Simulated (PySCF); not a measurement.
UHF on V⁻ (vanadium, charge -1), [Ar] 3d4 4s2, high-spin 5D determinant. Calculation: PySCF 2.14, in aug-cc-pVTZ; the non-relativistic Hamiltonian (point nucleus).

```
cycle= 1 E= -942.874777122236  delta_E= -0.00399  |g|= 0.0224  |ddm|= 0.0466
cycle= 2 E= -942.874908006503  delta_E= -0.000131  |g|= 0.00482  |ddm|= 0.0153
cycle= 3 E= -942.874916791344  delta_E= -8.78e-06  |g|= 0.000938  |ddm|= 0.0151
cycle= 4 E= -942.874917413176  delta_E= -6.22e-07  |g|= 0.000387  |ddm|= 0.00651
cycle= 5 E= -942.874917704205  delta_E= -2.91e-07  |g|= 0.00012  |ddm|= 0.00429
cycle= 6 E= -942.874917799793  delta_E= -9.56e-08  |g|= 3.08e-05  |ddm|= 0.00511
cycle= 7 E= -942.874917808584  delta_E= -8.79e-09  |g|= 1.34e-05  |ddm|= 0.00297
cycle= 8 E= -942.874917811619  delta_E= -3.04e-09  |g|= 7.11e-06  |ddm|= 0.00261
cycle= 9 E= -942.874917812693  delta_E= -1.07e-09  |g|= 2.41e-06  |ddm|= 0.00226
cycle= 10 E= -942.874917812754  delta_E= -6.13e-11  |g|= 3.96e-07  |ddm|= 0.000544
converged SCF energy = -942.874917812754  <S^2> = 6.4385597  2S+1 = 5.17245
```

Highest occupied orbital energy: 0.212 eV; ⟨L²⟩ = 6.03; populations by l: s 8.00, p 12.00, d 4.00, f 0.00.

(1) Can this result be used?

Results:

(1) With care. The run converged. ⟨S²⟩ = 6.44 against 6.00 shows spin contamination. At UHF the highest occupied level has a positive energy, so only the finite basis holds that electron.
